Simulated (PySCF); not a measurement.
Removing the step error of a finite difference

System: C₅H₁₆GeSi (SMILES C[SiH](C)[Ge]([CH3])([CH3])[CH3]), singlet, at a GFN2-xTB geometry, atoms displaced at random by about 0.08 Å a coordinate. Level: PBE0/STO-3G, gradient (PySCF). Sums are taken with unrounded values, so a last digit can differ.

Central differences of the energy along z of atom 15 gave a gradient component of 0.018020 Eh/bohr at step 0.05 and 0.018151 Eh/bohr at step 0.2 (atomic units).

Problem. Extrapolate to zero step.

Solution. The leading error of a symmetric difference goes as h², so A(h) = A0 + c h². Then c = (0.018151 - (0.018020))/(0.2² - 0.05²) = 0.00350 (atomic units) and A0 = 0.018020 - c × 0.05² = 0.018011 Eh/bohr. The analytic value from the same program and level (with grid response) is 0.018011 Eh/bohr: the smaller step missed it by 0.000009, the extrapolation by 0.000000.
